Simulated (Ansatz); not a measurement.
Reaction (cleavage of the Si–Al bond): `[OH][AlH][SiH2]P` + CH₃OH → `CO[SiH2]P` + `[OH][AlH2]`

Program: Ansatz. Geometries: PBE0-D4/def2-TZVP. ΔE: electronic, gas phase. CCSD(T)/CBS adds triple-zeta CCSD(T) − MP2 to the extrapolated MP2 energy (def2 sets, frozen cores). This one scheme is used for every species. DFT in def2-TZVPP. B3LYP here is the variant with VWN-RPA as its local correlation; programs differ in this. One conformer a species, not always the lowest.

```tsv
level	ΔE (kcal/mol)	difference from CCSD(T)/CBS
PBE-D4	-13.7	5.3
r2SCAN-D4	-18.1	0.9
PBE0-D4	-15.1	3.9
B3LYP-D4	-19.5	-0.5
ωB97X-V	-19.6	-0.6
ωB97M-V	-20.8	-1.8
B2PLYP	-20.2	-1.2
PBE	-13.4	5.6
r2SCAN	-18.0	1.0
PBE0	-14.8	4.2
B3LYP	-19.0	0.0
HF/def2-TZVPP	-23.5	-4.5
MP2/def2-TZVPP	-21.1	-2.1
SCS-MP2/def2-TZVPP	-21.7	-2.7
CCSD/def2-TZVPP	-19.5	-0.5
CCSD(T)/def2-TZVPP	-19.0	0.0
HF/def2-QZVPP	-24.0	-5.0
MP2/def2-QZVPP	-21.3	-2.3
SCS-MP2/def2-QZVPP	-21.8	-2.8
HF/CBS(def2)	-24.1	-5.1
MP2/CBS(def2)	-21.1	-2.1
CCSD/CBS(def2)	-19.5	-0.5
CCSD(T)/CBS	-19.0	0
```

Largest T1 diagnostic among the species: 0.014.

In def2-TZVPP, CCSD(T) changes the Hartree–Fock value by +4.6 kcal/mol (the triples alone add +0.6 kcal/mol) and MP2 by +2.4 kcal/mol. From PBE to PBE0 (25 % exact exchange), in def2-TZVPP and without D4, ΔE moves by −1.4 kcal/mol.
